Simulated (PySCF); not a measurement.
Electron correlation in Te²²⁺ (tellurium, charge +22)

Starting occupation: [Ar] 3d10 4s2. Calculation: PySCF 2.14, in an even-tempered Gaussian basis (20 s from 0.62 bohr⁻², ratio 2.6; 15 p from 0.81 bohr⁻², ratio 2.6; 10 d from 0.81 bohr⁻², ratio 2.6; 6 f from 0.83 bohr⁻², ratio 2.8); X2C-1e with screened-nucleus spin-orbit coupling, Gaussian nucleus. Frozen: [Ar]; 12 electrons correlated; the 94 highest virtual spinors left out.

MP2 pair energies summed by pair of shells (mhartree):

| pair | energy | share (%) |
| --- | --- | --- |
| 3d3/2-3d5/2 | -187.08 | 36.6 |
| 3d5/2-3d5/2 | -131.60 | 25.8 |
| 3d3/2-3d3/2 | -56.59 | 11.1 |
| 4s1/2-4s1/2 | -52.66 | 10.3 |
| 3d5/2-4s1/2 | -49.96 | 9.8 |
| 3d3/2-4s1/2 | -32.76 | 6.4 |

Total MP2 correlation energy: -510.65 mhartree.

The virtual space was cut to 70 spinors, which keep -490.82 of the -510.65 mhartree of MP2 correlation.

```json
{"level": "CCSD", "correlation energy (mhartree)": "-487.12"}
{"level": "(T)", "correlation energy (mhartree)": "-1.35"}
{"level": "CCSD(T)", "correlation energy (mhartree)": "-488.47"}
```

Diagnostics: T1 = 0.00063, largest double amplitude 0.069.

Cost of the coupled-cluster step: 140 s of wall time on 1 thread of Neoverse-V1 (shared host), for 12 occupied and 70 virtual spinors.

Iterations:

```
Init t2, MP2 energy = -0.490816128228225
CCSD nocc = 12, nmo = 82
Init t2, MP2 energy = -0.490816128228225
Init E_corr(GCCSD) = -0.490816128228225
cycle = 1  E_corr(GCCSD) = -0.48448026163225  dE = 0.0063358666  norm(t1,t2) = 0.0150766
cycle = 2  E_corr(GCCSD) = -0.48654777149484  dE = -0.00206750986  norm(t1,t2) = 0.00451853
cycle = 3  E_corr(GCCSD) = -0.487110921238232  dE = -0.000563149743  norm(t1,t2) = 0.00141573
cycle = 4  E_corr(GCCSD) = -0.487124442975694  dE = -1.35217375e-05  norm(t1,t2) = 9.18663e-05
cycle = 5  E_corr(GCCSD) = -0.48711854901267  dE = 5.89396302e-06  norm(t1,t2) = 9.76078e-06
cycle = 6  E_corr(GCCSD) = -0.487119116831138  dE = -5.67818468e-07  norm(t1,t2) = 6.14934e-07
cycle = 7  E_corr(GCCSD) = -0.487119117016287  dE = -1.85148674e-10  norm(t1,t2) = 1.20551e-08
GCCSD converged
E(GCCSD) = -6578.480438646116  E_corr = -0.4871191170162871
```

The coupled-cluster values are those of the cut space; adding the MP2 remainder, -19.83 mhartree, estimates the full space.

At this charge the one-electron X2C treatment keeps the bare 1/r₁₂, with no two-electron picture change or Breit term. The effect here is smaller than on the frozen 1s shell.
